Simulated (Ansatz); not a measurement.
Consider the atomization: `F[C]1(S)[NH][AlH]1` → Al• + C• + F• + 3 H• + N• + S•.

Calculated with Ansatz (gas phase, PBE0-D4/def2-TZVP geometries, no zero-point term in ΔE). CCSD(T)/CBS is the MP2 limit (def2-TZVPP, def2-QZVPP) plus CCSD(T) − MP2 in def2-TZVPP, frozen cores. This one scheme is used for every species, atoms too. DFT in def2-TZVPP. B3LYP here is the variant with VWN-RPA as its local correlation; programs differ in this. No spin–orbit coupling; open shells (•) take unrestricted orbitals. Spin–orbit coupling would lower the free atoms: a little for Al, C, F, S. One conformer a species, not always the lowest.

```json
{"level": "PBE-D4", "ΔE (kJ/mol)": "2687.4", "difference from CCSD(T)/CBS": "111.6"}
{"level": "B3LYP-D4", "ΔE (kJ/mol)": "2570.4", "difference from CCSD(T)/CBS": "-5.4"}
{"level": "CAM-B3LYP-D4", "ΔE (kJ/mol)": "2583.8", "difference from CCSD(T)/CBS": "8.0"}
{"level": "B2PLYP", "ΔE (kJ/mol)": "2535.7", "difference from CCSD(T)/CBS": "-40.1"}
{"level": "PBE", "ΔE (kJ/mol)": "2668.7", "difference from CCSD(T)/CBS": "92.9"}
{"level": "revPBE", "ΔE (kJ/mol)": "2540.7", "difference from CCSD(T)/CBS": "-35.1"}
{"level": "B3LYP", "ΔE (kJ/mol)": "2539.9", "difference from CCSD(T)/CBS": "-35.9"}
{"level": "CCSD(T)/def2-SVP", "ΔE (kJ/mol)": "2364.8", "difference from CCSD(T)/CBS": "-211.0"}
{"level": "CCSD(T)/def2-TZVPP", "ΔE (kJ/mol)": "2471.8", "difference from CCSD(T)/CBS": "-104.0"}
{"level": "HF/CBS(def2)", "ΔE (kJ/mol)": "1621.7", "difference from CCSD(T)/CBS": "-954.1"}
{"level": "CCSD(T)/CBS", "ΔE (kJ/mol)": "2575.8", "difference from CCSD(T)/CBS": "0"}
```

Largest T1 diagnostic among the species: 0.018.

From r2SCAN to r2SCAN0 (25 % exact exchange), in def2-TZVPP and without D4, ΔE moves by −83.1 kJ/mol: exact exchange takes away binding that semilocal exchange gives to molecules. The D4 term adds +30.5 kJ/mol with B3LYP and +15.6 kJ/mol with PBE0; it sums over pairs of atoms, weighted by their polarisabilities, and B3LYP, whose exchange is more repulsive, gets the larger term. At CCSD(T), def2-SVP lies −211.0 kJ/mol from the extrapolated value and def2-TZVPP −104.0 kJ/mol: correlation converges slowly with the basis, and small sets miss more of it in the bonded molecule than in its fragments.

For atomizations the MP2-based limit and the directly extrapolated one differ by several kJ/mol either way, and by 10 to 25 for some Ge, Se and Sn compounds, so smaller differences from it don't rank the levels.
